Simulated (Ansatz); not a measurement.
```yaml
crystal:
  periodic: [false, false, false]
  atoms:
    - {symbol: C, position_ang: [-3.812655, 1.129943, -0.025538]}
    - {symbol: O, position_ang: [-2.854151, 0.100534, -0.194307]}
    - {symbol: Si, position_ang: [-1.807612, -0.459213, 0.975252]}
    - {symbol: C, position_ang: [-0.251056, 0.569322, 1.129260]}
    - {symbol: C, position_ang: [0.579797, 0.549935, -0.159370]}
    - {symbol: C, position_ang: [1.849443, 1.371772, -0.032446]}
    - {symbol: F, position_ang: [1.545739, 2.663021, 0.318665]}
    - {symbol: F, position_ang: [2.659523, 0.872174, 0.949909]}
    - {symbol: C, position_ang: [2.704151, 1.493183, -1.334457]}
    - {symbol: F, position_ang: [1.981811, 2.189815, -2.251624]}
    - {symbol: F, position_ang: [3.830273, 2.195410, -1.043681]}
    - {symbol: C, position_ang: [3.123405, 0.138631, -1.987627]}
    - {symbol: F, position_ang: [2.044714, -0.384620, -2.628000]}
    - {symbol: F, position_ang: [3.524423, -0.734264, -1.029974]}
    - {symbol: C, position_ang: [4.280065, 0.258798, -3.031453]}
    - {symbol: F, position_ang: [5.448017, 0.495287, -2.418541]}
    - {symbol: F, position_ang: [4.026788, 1.251820, -3.900685]}
    - {symbol: F, position_ang: [4.375443, -0.896445, -3.710418]}
    - {symbol: O, position_ang: [-1.282922, -1.964478, 0.488823]}
    - {symbol: C, position_ang: [-2.139835, -3.008103, 0.051240]}
    - {symbol: O, position_ang: [-2.698373, -0.488986, 2.391866]}
    - {symbol: C, position_ang: [-2.208767, -0.899867, 3.653950]}
    - {symbol: H, position_ang: [-4.534253, 1.084629, -0.867225]}
    - {symbol: H, position_ang: [-4.373787, 1.021079, 0.928258]}
    - {symbol: H, position_ang: [-3.339634, 2.139099, -0.036930]}
    - {symbol: H, position_ang: [0.358984, 0.185805, 1.974454]}
    - {symbol: H, position_ang: [-0.532453, 1.610491, 1.392579]}
    - {symbol: H, position_ang: [0.855711, -0.489934, -0.422144]}
    - {symbol: H, position_ang: [-0.001094, 0.953020, -1.013532]}
    - {symbol: H, position_ang: [-1.515603, -3.831371, -0.352107]}
    - {symbol: H, position_ang: [-2.753793, -3.414383, 0.886344]}
    - {symbol: H, position_ang: [-2.830710, -2.662088, -0.748336]}
    - {symbol: H, position_ang: [-3.050762, -0.910550, 4.376363]}
    - {symbol: H, position_ang: [-1.769855, -1.922955, 3.621849]}
    - {symbol: H, position_ang: [-1.431002, -0.206489, 4.049612]}
basis:
  gaussian: {orbitals: STO-3G}
hamiltonian: {xc: {name: SVWN5}}
scf: {lower_state_search: off}
```

```sh
$ ansatz run in.yaml --threads 2 --pin off --events-out ev --progress --plain --max-ram 32768MiB --backend cuda --devices 0, --max-vram 18GiB
```

Output, abridged:

```
Functional definition: SVWN5
1850 factors; integrals over basis functions are off by at most 4.8e-5 eV
mean field evaluation 1: about -47039.9459 eV, gradient 4.7e1 eV
mean field evaluation 2: about -47030.2100 eV, gradient 8.0e1 eV
mean field evaluation 4: about -47046.5968 eV, gradient 3.0e0 eV
mean field evaluation 8: about -47046.1778 eV, gradient 1.7e-1 eV
mean field evaluation 16: about -47046.1779 eV, gradient 6.2e-5 eV
mean field -47046.17789545 eV, -1728.9151486130 hartree, gradient 2.9e-6 eV, S^2 0.000000; 0 other end points of the search recorded, 0 dependent functions left out
reference -47046.17793297 eV, -1728.9151499921 hartree; 93, 93 occupied and 34, 34 virtual orbitals, 1850 factors
Total energy: -47046.17793297 eV, -1728.9151499921 hartree
Checks for a lower state left out: stability, starts, cluster_reference, orbital_swaps, neighbouring_geometries, increment
```

Hardware: 2 threads of AMD EPYC 7R13 on a shared host and a share (18 GiB) of an NVIDIA H100 80GB HBM3. Wall time 4.2 s.
